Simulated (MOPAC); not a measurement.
MOPAC input (AM1):

```
AM1 PRECISE GNORM=0.05 LET XYZ CHARGE=-1 GEO-OK AUX(PRECISION=9) THREADS=1
C2H9N2Si

C     0.63081400 1   -0.23006900 1   -1.76891700 1
Si    0.06735300 1   -0.02662300 1   -0.11763800 1
C    -1.79756000 1    0.39591200 1   -0.08410600 1
N     0.89338400 1    1.18761000 1    0.91822500 1
N     0.24541400 1   -1.41067200 1    1.00126100 1
H     0.09270800 1    0.22090600 1   -2.60024000 1
H     1.64156500 1   -0.55009500 1   -2.01494500 1
H    -2.39971500 1   -0.44947300 1   -0.42865400 1
H    -2.12464100 1    0.64975800 1    0.92983000 1
H    -2.01462100 1    1.24882000 1   -0.73515400 1
H     0.42192200 1    1.45835900 1    1.77579200 1
H     1.13181800 1    2.02065400 1    0.39732700 1
H     0.21061600 1   -2.29257500 1    0.50465300 1
H     1.12629800 1   -1.36726400 1    1.50005800 1
```

From the output:

```
                                                       MOPAC v23.2.5 Linux

          FINAL HEAT OF FORMATION =        -46.99494 KCAL/MOL =    -196.62683 KJ/MOL

          COSMO AREA              =        131.84 SQUARE ANGSTROMS
          COSMO VOLUME            =        123.03 CUBIC ANGSTROMS

          GRADIENT NORM           =          0.03448          =       0.00922 PER ATOM
          IONIZATION POTENTIAL    =          1.237764 EV
          HOMO LUMO ENERGIES (EV) =         -1.238  7.867
          NO. OF FILLED LEVELS    =         16
          MOLECULAR WEIGHT        =         89.1920         POINT GROUP:  Cs

          MOLECULAR DIMENSIONS (Angstroms)

            Atom       Atom       Distance
            H     9    H     7     4.88311
            H    12    H    13     4.13740
            H    11    H     6     3.66659

          SCF CALCULATIONS        =        121

   ATOM   CHEMICAL          X               Y               Z
  NUMBER   SYMBOL      (ANGSTROMS)     (ANGSTROMS)     (ANGSTROMS)

     1       C          0.63214534  *  -0.16953727  *  -1.68920790  *
     2      Si          0.07081450  *  -0.00858383  *  -0.14550932  *
     3       C         -1.77997210  *   0.36396814  *  -0.01567495  *
     4       N          0.81060357  *   1.27660605  *   0.77639981  *
     5       N          0.27267839  *  -1.41972246  *   0.86286059  *
     6       H          0.00937841  *  -0.07717837  *  -2.57835050  *
     7       H          1.67227539  *  -0.38118756  *  -1.93743608  *
     8       H         -2.37083475  *  -0.45213901  *  -0.48398343  *
     9       H         -2.10245351  *   0.46289884  *   1.04311768  *
    10       H         -2.01945016  *   1.31277259  *  -0.54187150  *
    11       H          0.67108710  *   1.45182784  *   1.73208095  *
    12       H          1.53603912  *   1.82803250  *   0.40975851  *
    13       H          0.72887742  *  -2.22775861  *   0.54081434  *
    14       H          0.08440364  *  -1.47011610  *   1.82491237  *

                             CARTESIAN COORDINATES

   1    C        0.632145338    -0.169537265    -1.689207900
   2   Si        0.070814500    -0.008583825    -0.145509324
   3    C       -1.779972097     0.363968136    -0.015674952
   4    N        0.810603572     1.276606045     0.776399805
   5    N        0.272678387    -1.419722456     0.862860594
   6    H        0.009378407    -0.077178367    -2.578350496
   7    H        1.672275394    -0.381187559    -1.937436076
   8    H       -2.370834750    -0.452139014    -0.483983425
   9    H       -2.102453513     0.462898836     1.043117682
  10    H       -2.019450162     1.312772591    -0.541871495
  11    H        0.671087102     1.451827841     1.732080949
  12    H        1.536039118     1.828032504     0.409758509
  13    H        0.728877423    -2.227758613     0.540814344
  14    H        0.084403636    -1.470116100     1.824912374

           Empirical Formula: C2 H9 N2 Si  =    14 atoms

      MOLECULAR POINT GROUP   :   Cs

                  EIGENVALUES
 -26.98349 -26.38964 -23.36723 -19.93051 -11.44062 -10.99205 -10.71234  -9.30016
  -8.61725  -7.99670  -7.47967  -5.98303  -5.53018  -4.50986  -4.41789  -1.23776
   7.86746   8.11233   8.20998   9.32185   9.50656   9.84441   9.99772  10.65560
  10.93207  11.59795  11.81328  11.94305  12.45405

              NET ATOMIC CHARGES AND DIPOLE CONTRIBUTIONS

  ATOM NO.   TYPE          CHARGE      No. of ELECS.   s-Pop       p-Pop
    1          C          -1.144472        5.1445     1.28951     3.85496
    2         Si           1.500279        2.4997     0.70429     1.79543
    3          C          -0.564049        4.5640     1.28837     3.27568
    4          N          -0.753552        5.7536     1.54220     4.21135
    5          N          -0.753701        5.7537     1.54226     4.21144
    6          H           0.049286        0.9507     0.95071
    7          H           0.044929        0.9551     0.95507
    8          H           0.043894        0.9561     0.95611
    9          H           0.026766        0.9732     0.97323
   10          H           0.043939        0.9561     0.95606
   11          H           0.115938        0.8841     0.88406
   12          H           0.137429        0.8626     0.86257
   13          H           0.137407        0.8626     0.86259
   14          H           0.115905        0.8841     0.88410
 DIPOLE           X         Y         Z       TOTAL
 POINT-CHG.    -0.896     0.299     3.757     3.874
 HYBRID         0.145    -0.009     0.657     0.673
 SUM           -0.751     0.290     4.414     4.487

          ATOMIC ORBITAL ELECTRON POPULATIONS

     Atom    s        px        py        pz
    1  C   1.28951   1.02107   1.74783   1.08606
    2 Si   0.70429   0.59063   0.59345   0.61134
    3  C   1.28837   1.30246   0.99904   0.97417
    4  N   1.54220   1.51606   1.54570   1.14959
    5  N   1.54226   1.76627   1.29963   1.14554
    6  H   0.95071
    7  H   0.95507
    8  H   0.95611
    9  H   0.97323
   10  H   0.95606
   11  H   0.88406
   12  H   0.86257
   13  H   0.86259
   14  H   0.88410

 **********************
 *                    *
 * JOB ENDED NORMALLY *
 *                    *
 **********************

 == MOPAC DONE ==
```

The dipole moment of an ion depends on the origin.

The geometry given is a B3LYP-D3(BJ)/def2-TZVP minimum.
